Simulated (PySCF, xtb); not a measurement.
Mo(NMe)(S)(F)2 (CH3F2MoNS), SMILES [Mo](=[N]C)([F])([F])=[S], multiplicity 1.

GFN2-xTB run with xtb at its own geometry gives an orbital gap of 2.25 eV and a dipole moment of 3.44 D.

Geometry: PBE-D3(BJ)/def2-SVP. The multiplicity is an assumed one; no other spin state was optimised. The structure was generated by enumeration; whether it is a known compound was not checked. The def2 effective core potentials stand for the cores of Mo; spin–orbit coupling is left out.

Question: What does PySCF with CAM-B3LYP/def2-TZVP give? (The exact figures need the calculation; the answer reports its results.)

Answer: gap 7.01 eV (levels -8.92 and -1.91 eV), dipole 3.03 D.
